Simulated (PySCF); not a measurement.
C2H6N, SMILES C[CH]N, multiplicity 2. Geometry optimised at PBE-D3(BJ)/def2-TZVP. The isomer is the one that the SMILES or the coordinates give; other isomers of the formula were not compared. One conformer was computed; it need not be the lowest.

The numbers are results of PySCF 2.14.0 with PBE-D3(BJ)/def2-TZVP, not measurements.

Harmonic wavenumbers (cm⁻¹): 190, 324, 382, 552, 694, 915, 966, 990, 1171, 1251, 1346, 1400, 1415, 1439, 1590, 2852, 2939, 3042, 3105, 3417, 3526. Rotational constants (GHz): 42.10, 9.089, 7.943; symmetry number 1.

Work out the zero-point energy and the ideal-gas rigid-rotor harmonic-oscillator thermochemistry at 298.15 K and 1 atm.

ZPE = ½ Σ hcν = ½ × 33506 cm⁻¹ = 47.90 kcal/mol. H − E(el) = 51.40 kcal/mol. Entropy in cal/(mol K): translation 37.28, rotation 22.19, vibration 5.90, spin 1.38, total 66.74. G − E(el) = 31.50 kcal/mol. Cp = 17.08 cal/(mol K).
